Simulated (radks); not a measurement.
Results of a calculation; reference values are marked as such.
Neutral iridium inside a hard spherical wall (all orbitals vanish at R), configuration held at [Xe] 4f14 5d7 6s2 and not refilled when levels cross. Level of theory: scalar-relativistic Kohn-Sham, PBEsol, spin-polarised, spherical densities, finite nucleus; open shells are filled with parallel spins first (spin-orbit coupling, left out, can overturn this in heavy ions); Fermi nuclear charge, rms radius 5.4032 fm (a radial shooting solver on a logarithmic mesh with Libxc functionals). Eigenvalues in eV for spin up, with the zero of energy where the potential of the charges vanishes at infinity; a dash marks a level that is unbound or too diffuse for the functional's potential to be trusted. A positive occupied level is held by the wall or, in an anion where self-interaction has pushed it up, behind a barrier. The pressure on the wall is -dE/dV.

\begin{tabular}{lrrrrrrrrr}
R (bohr) & E (hartree) & kinetic (hartree) & e(4f) & e(5p) & e(5d) & e(6s) & e(6p, empty) & e(7s, empty) & pressure (GPa) \\ \hline
free & -17819.1095 & 19800.050 & -62.287 & -55.424 & -7.954 & -6.779 & -1.320 & - & 0 \\
20 & -17819.1095 & 19800.050 & -62.287 & -55.424 & -7.954 & -6.779 & -1.320 & - & < 0.0001 \\
15 & -17819.1095 & 19800.050 & -62.287 & -55.424 & -7.954 & -6.779 & -1.316 & 0.333 & < 0.0001 \\
12 & -17819.1095 & 19800.051 & -62.285 & -55.423 & -7.953 & -6.778 & -1.295 & 0.789 & 0.000219 \\
10 & -17819.1094 & 19800.052 & -62.274 & -55.412 & -7.942 & -6.769 & -1.223 & 1.601 & 0.00448 \\
8 & -17819.1075 & 19800.071 & -62.176 & -55.314 & -7.850 & -6.683 & -0.912 & 3.768 & 0.0965 \\
5 & -17819.0016 & 19800.718 & -59.933 & -53.165 & -5.898 & -4.479 & 3.240 & 20.442 & 14.0 \\
4 & -17818.6571 & 19802.386 & -55.767 & -49.392 & -2.394 & 0.323 & 10.633 & 43.264 & 98.9 \\
\end{tabular}
